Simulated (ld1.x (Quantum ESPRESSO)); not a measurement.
Cutoff test, tin (Sn), ultrasoft

tin (Sn), ultrasoft, made with ld1.x (Quantum ESPRESSO) 7.5 (PBEsol, scalar-relativistic). Core [Kr] 4d10, reference 5s2 5p1 (charge +1). Waves: 5s (bound): rcut 1.75, rcutus 2.05 bohr; 5s channel at 3.2 Ry: rcut 1.75, rcutus 2.05 bohr; 5p (bound): rcut 1.60, rcutus 2.10 bohr; 5p channel at 2.25 Ry: rcut 1.60, rcutus 2.10 bohr. Local part: all-electron potential smoothed inside 1.70 bohr (lloc = -2). Core correction: none. Augmentation charge: PSQ, inside the norm-conserving radii.

The pseudo-atom Hamiltonian at the reference potential is diagonalised in spherical Bessel functions j_l(qr) that vanish at 20 bohr, with q² up to the cutoff. All-electron valence levels (Ry): 5s -1.3145, 5p -0.7558.

Q: How do the lowest levels (Ry) of each channel move with the cutoff, and are there ghosts?

A:

```tsv
cutoff (Ry)	s #1	p #1	d #1	f #1	Σ f·Δε (mRy)
8	-1.3129	-0.7532	-0.3963	-0.0598	7.1
10	-1.3144	-0.7549	-0.4168	-0.0599	2.3
12	-1.3146	-0.7558	-0.4307	-0.0599	1.1
15	-1.3146	-0.7561	-0.4389	-0.0599	0.8
18	-1.3148	-0.7561	-0.4441	-0.0599	0.4
21	-1.3149	-0.7561	-0.4452	-0.0599	0.2
400	-1.3149	-0.7562	-0.4456	-0.0599	0.0
```

Result: ghost state, extra bound levels that the all-electron valence spectrum of the same l lacks: d at -6.1 eV (a true bound ghost makes a file unfit for plane-wave use); 10 mRy is reached at 8 Ry and 1 mRy at 15 Ry.

Test run stopped at test 4 of 7 (negative rho).
